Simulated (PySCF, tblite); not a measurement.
One entry of a table of gas-phase calculations, keyed by method. Lists by class give the value and the number of equivalent atoms.

```json
{
 "formula": "C5H9ClFSi",
 "smiles": "C/C([CH]CF)=C/[SiH2]Cl",
 "charge": 0,
 "multiplicity": 2,
 "geometry_level": "GFN2-xTB",
 "atoms_angstrom": [
  ["C", -1.602, -1.106, -0.046],
  ["C", -0.273, -0.4, -0.016],
  ["C", -0.255, 0.974, 0.039],
  ["C", -1.474, 1.819, 0.067],
  ["F", -1.147, 3.149, 0.148],
  ["C", 0.898, -1.147, -0.046],
  ["Si", 2.641, -0.489, -0.017],
  ["Cl", 3.859, -2.105, -0.061],
  ["H", -2.183, -0.863, 0.843],
  ["H", -2.18, -0.796, -0.915],
  ["H", -1.469, -2.184, -0.086],
  ["H", 0.684, 1.502, 0.06],
  ["H", -2.078, 1.702, -0.845],
  ["H", -2.112, 1.599, 0.935],
  ["H", 0.778, -2.222, -0.09],
  ["H", 2.95, 0.252, 1.208],
  ["H", 2.957, 0.329, -1.189]
 ],
 "electronic_structure_code": "PySCF",
 "results": {
  "GFN2-xTB geometry": {
   "rotational_constants_GHz": [2.929, 0.514, 0.442]
  },
  "GFN2-xTB harmonic vibrations, gas phase": {
   "strongest_ir_bands_cm-1_km_per_mol_modes": [
    [504.5, 74.4, 1],
    [710.8, 604.7, 1],
    [799.0, 136.9, 1],
    [1047.6, 83.0, 1],
    [2216.0, 297.5, 1],
    [2248.9, 104.2, 1]
   ],
   "zpe_kcal_per_mol": 76.0
  },
  "UKS B3LYP, pcH-1 on C Cl F H Si, non-relativistic, mean-field spin-orbit, GIAO": {
   "g_iso": 2.0026,
   "g_tensor": [2.00211, 2.00281, 2.00288],
   "s2": 0.775,
   "a_iso_by_class_MHz": [
    ["1H", 75.9, 2],
    ["13C", 53.4, 1],
    ["13C", 51.4, 1],
    ["13C", -45.4, 1],
    ["1H", -39.4, 1]
   ],
   "spin_populations_mulliken_by_atom": [0.02, -0.25, 0.63, -0.05, 0.0, 0.65, -0.02, 0.0, -0.01, -0.01, 0.0, -0.03, 0.03, 0.03, -0.03, 0.02, 0.02]
  }
 }
}
```

The rotational constants make it an asymmetric top with κ = (2B − A − C)/(A − C) = -0.94, nearer the prolate limit (−1). At 9.50 GHz, hν = g·μB·B₀ (B₀ the magnetic field) puts the centre of the isotropic spectrum, to first order, at 338.9 mT.

 In GFN2-xTB open shells enter through the occupations alone, without spin polarisation, so single modes can be far off. Hyperfine couplings depend on the geometry, which wasn't re-optimised at a DFT level. Couplings of like nuclei are plain means over topologically equivalent atoms, as if these changed places fast (by rotation of a methyl-like group, say); in this geometry the members of some sets differ.

Conformer computed: `[CH3:1]/[C:2]([CH:3][CH2:4][F:5])=[CH:6]/[SiH2:7][Cl:8]`: C1–C2–C3–C4 0°, C2–C3–C4–F5 179°, C2–C6–Si7–Cl8 179°.

One conformer stands for the species.
